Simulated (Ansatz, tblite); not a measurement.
Forces on the cluster Li₆H₇⁻ at its PBE0-D4/def2-TZVPD geometry. The state is a singlet with charge -1.

The xTB rows come from tblite. The structure comes from a short search, and lower isomers may exist.

GFN1-xTB (tblite), largest force 0.54 eV/Å:

```xyz
13
positions Å, forces eV/Å
Li   -1.638   -0.393   -0.749   -0.054    0.107    0.215
Li   -1.091    0.751    1.418   -0.107   -0.159   -0.144
Li    1.544    0.647    0.774   -0.042    0.136   -0.192
Li    0.303   -1.362    1.056   -0.001    0.093    0.162
Li    0.579   -1.113   -1.231   -0.063    0.095   -0.148
Li    0.317    1.429   -1.270    0.184   -0.070    0.128
H     0.334    0.012    2.338   -0.013   -0.237    0.400
H    -0.094    0.258    0.017   -0.182    0.500    0.025
H    -2.587    0.631    0.458   -0.445   -0.270    0.146
H    -0.775   -2.024   -0.317   -0.176   -0.151    0.038
H     1.887   -1.093    0.100    0.237   -0.001   -0.052
H    -0.357    0.078   -2.339    0.155   -0.129   -0.425
H     1.578    2.179   -0.256    0.508    0.085   -0.153
```

GFN2-xTB (tblite), largest force 0.84 eV/Å:

```
Li 0.192 0.153 0.313
Li 0.186 -0.274 -0.510
Li -0.261 0.035 -0.293
Li 0.026 0.328 -0.018
Li -0.221 0.236 0.049
Li 0.042 -0.385 0.466
H -0.344 -0.186 -0.430
H -0.296 0.789 0.044
H 0.696 -0.296 0.075
H 0.054 0.158 0.115
H -0.133 0.086 -0.098
H 0.411 0.020 0.427
H -0.351 -0.665 -0.141
```

PBE0-D4/def2-TZVPD (Ansatz), largest force 0.01 eV/Å:

```
Li -0.005 0.002 0.001
Li 0.000 0.002 -0.003
Li 0.002 -0.003 -0.006
Li 0.004 0.000 0.003
Li 0.002 -0.001 0.001
Li -0.001 0.005 0.002
H -0.006 -0.001 -0.001
H -0.002 0.000 -0.003
H -0.001 0.000 -0.002
H 0.004 0.000 0.002
H 0.004 -0.005 -0.003
H 0.002 0.002 0.009
H -0.003 -0.003 0.000
```
